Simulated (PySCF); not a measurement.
Several orderings of computed values.

All species are isolated and taken at one optimised geometry (atoms past krypton carry core potentials, spin–orbit coupling is left out). Electronic properties by PySCF.

The conformers computed, where there is a choice (atom-mapped SMILES and torsion angles):
- `[CH3:1][S:2][BH2-:3][NH3+:4]`: C1–S2–B3–N4 81°
- `[CH2:1]=[CH:2][C@@H:3]1[CH2:4][CH2:5][P@H:6]1=[O:7]`: C1–C2–C3–C4 132°
- `[CH3:1][NH:2][SiH2:3][CH3:4]`: C1–N2–Si3–C4 -62°
- `[N:1]#[C:2][Ge@@H:3]([GeH3:4])[CH2:5][SiH3:6]`: C2–Ge3–C5–Si6 -62°
- `[CH3:1][O:2][CH2:3][c:4]1[cH:5][cH:6][cH:7][n:8][cH:9]1`: C1–O2–C3–C4 -178°, O2–C3–C4–C5 16°

The conformers of `N#C[C@@H]1CC[C@H]2O[C@H]2C1` aren't listed.

**Question.** Rank by lowest triplet excitation (Tamm–Dancoff), lowest first (TDA wB97X-D/def2-SVPD at PBE0-D3(BJ)/def2-SVP geometries).
A. `C#Cc1cc(F)cc[o+]1`
B. `CN[SiH2]C`
C. `CS[BH2-][NH3+]`
D. `[CH]#[W]([CH3])([CH3])[CH3]`
E. `C=C[C@@H]1CC[P@H]1=O`
F. `N#C[C@@H]1CC[C@H]2O[C@H]2C1`

**Answer.** D (2.96 eV), A (3.08 eV), E (4.44 eV), C (5.16 eV), B (5.98 eV), F (6.41 eV).

**Question.** Rank by HOMO–LUMO gap, lowest first (wB97X-D/def2-SVPD at PBE0-D3(BJ)/def2-SVP geometries).
A. `N#[C][Ge@@H]([GeH3])[CH2][SiH3]`
B. `[CH]#[W]([CH3])([CH3])[CH3]`
C. `C#Cc1cc(F)cc[o+]1`
D. `N#C[C@@H]1CC[C@H]2O[C@H]2C1`
E. `C=C[C@@H]1CC[P@H]1=O`

**Answer.** C (8.30 eV), B (8.95 eV), E (11.08 eV), A (11.25 eV), D (12.05 eV).

**Question.** Give the two extremes of that set in kcal/mol.

**Answer.** `C#Cc1cc(F)cc[o+]1`: 191 kcal/mol; `N#C[C@@H]1CC[C@H]2O[C@H]2C1`: 278 kcal/mol.

**Question.** Rank by lowest singlet excitation, lowest first (TDDFT wB97X-D/def2-SVPD at PBE0-D3(BJ)/def2-SVP geometries).
A. `[C@H]1(CC[C@H]2O[C@H]2C1)C#N`
B. `CS[BH2-][NH3+]`
C. `[CH]#[W]([CH3])([CH3])[CH3]`
D. `C#Cc1cc(F)cc[o+]1`
E. `N#[C][Ge@@H]([GeH3])[CH2][SiH3]`
F. `CN[SiH2]C`

**Answer.** C (3.44 eV), D (4.33 eV), B (5.30 eV), F (6.16 eV), E (6.86 eV), A (7.69 eV).

**Question.** Rank by electronic spatial extent ⟨r²⟩ about the centre of nuclear charge, highest first (wB97X-D/def2-SVPD at PBE0-D3(BJ)/def2-SVP geometries).
A. `CS[BH2-][NH3+]`
B. `C#Cc1cc(F)cc[o+]1`
C. `C=C[C@@H]1CC[P@H]1=O`
D. `[SiH2](NC)C`
E. `N#[C][Ge@@H]([GeH3])[CH2][SiH3]`

**Answer.** E (1776 bohr²), B (1146 bohr²), C (939 bohr²), D (498 bohr²), A (482 bohr²).

**Question.** By how much do the two ends of that ranking differ?

**Answer.** By 1294 bohr², between `N#[C][Ge@@H]([GeH3])[CH2][SiH3]` and `CS[BH2-][NH3+]`.

**Question.** Rank by dipole moment, highest first (wB97X-D/def2-SVPD at PBE0-D3(BJ)/def2-SVP geometries).
A. `[CH]#[W]([CH3])([CH3])[CH3]`
B. `[P@@H]1(=O)CC[C@H]1C=C`
C. `N#[C][Ge@@H]([GeH3])[CH2][SiH3]`
D. `CN[SiH2]C`
E. `CS[BH2-][NH3+]`

**Answer.** E (5.84 D), B (4.57 D), C (4.38 D), A (1.40 D), D (0.82 D).

**Question.** Rank by smallest rotational constant, highest first (PBE0-D3(BJ)/def2-SVP).
A. `[Si](Cl)(F)(C)F`
B. `CN[SiH2]C`
C. `N#[C][Ge@@H]([GeH3])[CH2][SiH3]`
D. `[CH]#[W]([CH3])([CH3])[CH3]`
E. `COCc1cccnc1`
F. `C=C[C@@H]1CC[P@H]1=O`
G. `c1cc(cc(C#C)[o+]1)F`

**Answer.** B (2.905 GHz), D (2.393 GHz), A (2.271 GHz), F (1.317 GHz), G (0.896 GHz), E (0.782 GHz), C (0.667 GHz).

**Question.** By how much do the two ends of that ranking differ?

**Answer.** By 2.238 GHz, between `CN[SiH2]C` and `N#[C][Ge@@H]([GeH3])[CH2][SiH3]`.
